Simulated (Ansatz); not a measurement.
Reaction (isomerisation): `[BH2][Zn][CH2]C` → `C[B](C)[ZnH]`

Gas-phase electronic energies from Ansatz, PBE0-D4/def2-TZVP geometries. CBS: MP2 limit from def2 TZ/QZ plus the TZ coupled-cluster correction, frozen cores. DFT in def2-TZVPP. B3LYP here is the variant with VWN-RPA as its local correlation; programs differ in this. For Zn outer-core shells are correlated without core-valence functions, which leaves a few kJ/mol of doubt a bond. Scalar relativity is left out up to krypton. Each species was taken in one conformer, which may not be the lowest.

`[BH2][Zn][CH2]C`:

```xyz
11

B     1.722    0.133   -2.493
Zn    0.470   -0.280   -0.886
C    -0.715   -0.666    0.632
C    -0.885    0.472    1.640
H     1.539    1.052   -3.243
H     2.691   -0.528   -2.750
H    -1.694   -0.955    0.230
H    -0.336   -1.560    1.141
H     0.067    0.762    2.094
H    -1.300    1.371    1.175
H    -1.558    0.200    2.460
```

`C[B](C)[ZnH]`:

```xyz
11

C     0.295    1.395   -0.441
B     0.146   -0.074    0.079
C    -1.263   -0.573    0.548
Zn    1.767   -1.407   -0.017
H     1.279    1.846   -0.292
H     0.181    1.323   -1.536
H    -0.479    2.087   -0.091
H    -1.696   -1.084   -0.329
H    -1.963    0.221    0.827
H    -1.247   -1.334    1.332
H     2.979   -2.399   -0.080
```

CCSD(T)/CBS gives -81.8 kJ/mol.

**Question.** Another level gave -91.6 kJ/mol. Which?
A. B3LYP-D4/def2-TZVPP
B. CCSD(T)/def2-TZVPP
C. SCS-MP2/def2-TZVPP
D. r2SCAN-D4/def2-TZVPP

**Answer.** A. B3LYP-D4 -91.6, CCSD(T)/def2-TZVPP -82.1, r2SCAN-D4 -96.2, SCS-MP2/def2-TZVPP -76.9 kJ/mol.

Largest T1 diagnostic among the species: 0.013.

The D4 term adds −3.7 kJ/mol with B3LYP and −2.1 kJ/mol with PBE0; it sums over pairs of atoms, weighted by their polarisabilities, and B3LYP, whose exchange is more repulsive, gets the larger term.
